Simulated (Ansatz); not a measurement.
Reaction (formal exchange of groups at a Ge–N bond): `[NH2][GeH2][F]` + `BF` → `F[BH][GeH2][F]` + NH₃

Isolated molecules relaxed with PBE0-D4/def2-TZVP in Ansatz; ΔE leaves out vibrations. CCSD(T)/CBS is the MP2 limit (def2-TZVPP, def2-QZVPP) plus CCSD(T) − MP2 in def2-TZVPP, frozen cores. This one scheme is used for every species. DFT in def2-TZVPP. For Ge outer-core shells are correlated without core-valence functions, which leaves a few kJ/mol of doubt a bond. Scalar relativity is left out up to krypton. One conformer a species, not always the lowest.

```csv
level,ΔE (kJ/mol)
CAM-B3LYP-D4,44.5
LC-ωPBE,40.5
CCSD(T)/def2-TZVPP,45.2
SCS-MP2/def2-QZVPP,52.4
```

**Question.** What does CCSD(T)/CBS give? (An estimate is asked.)

**Answer.** Ansatz gave: +43.0 kJ/mol. The listed levels differ from it by 1.5, -2.5, 2.2, 9.4 kJ/mol.

Largest T1 diagnostic among the species: 0.013.

At CCSD(T), def2-SVP lies +11.1 kJ/mol from the extrapolated value and def2-TZVPP +2.3 kJ/mol. From r2SCAN to r2SCAN0 (25 % exact exchange), in def2-TZVPP and without D4, ΔE moves by +3.2 kJ/mol. In def2-TZVPP, CCSD(T) changes the Hartree–Fock value by −12.1 kJ/mol (the triples alone add −0.6 kJ/mol) and MP2 by −4.8 kJ/mol.
